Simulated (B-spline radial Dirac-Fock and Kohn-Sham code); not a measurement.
**Core and valence levels of Br²⁰⁺**

System: bromine as Br²⁰⁺ in the configuration [Ne] 3s2 3p3; nuclear rms radius 4.1629 fm (A = 79).

Model: ΔSCF Dirac-Fock with Breit, self-energy and vacuum polarisation, finite nucleus, configuration average. Program: an atomic code on a B-spline grid. Correlation energy is missing from these numbers. Energies are counted from the vacuum level. Subshells whose hole state is unreliable or did not converge are left out.

All terms are in eV, carry their sign (relaxation lowers the binding energy) and add up to the binding energy; ⟨r⟩ is the mean radius of the orbital in the initial state.

| subshell | −ε (Koopmans) | relaxation | Breit | QED | binding energy | ⟨r⟩ (bohr) |
| --- | --- | --- | --- | --- | --- | --- |
| K (1s) | 14398.0 | -26.22 | -20.45 | -9.83 | ? | 0.043 |
| L1 (2s) | 2634.6 | -5.37 | -1.74 | -1.10 | 2626.4 | 0.186 |
| L3 (2p3/2) | 2401.1 | -6.80 | -1.91 | 0.02 | 2392.4 | 0.164 |
| M1 (3s) | 928.4 | -0.56 | -0.35 | -0.25 | 927.2 | 0.476 |
| M2,3 (3p) | 863.0 | -0.60 | -0.43 | 0.01 | 862.0 | 0.469 |

**Question.** Which binding energy belongs in the row of K (1s)?

**Answer.** 14341.5 eV, the sum of the terms in that row (to rounding).

For the deepest level, K (1s), the Breit terms make up -0.143 % of the binding energy, QED -0.069 % and orbital relaxation -0.183 %.

Going to the tabulated ground configuration of the next ion removes an electron from M2,3 (3p), computed at 862.0 eV. NIST lists 870 ± 3 eV as the ionisation energy of this species (semi-empirical), +7.99 eV from the computed value. Where a p, d or f shell is open in either ion the computed value averages over both j values and all terms, while the table refers to the lowest levels; that difference holds spin-orbit splitting (largest in heavy or highly charged ions), term energies where several electrons share open shells, and correlation, and it can reach 10 % or more.
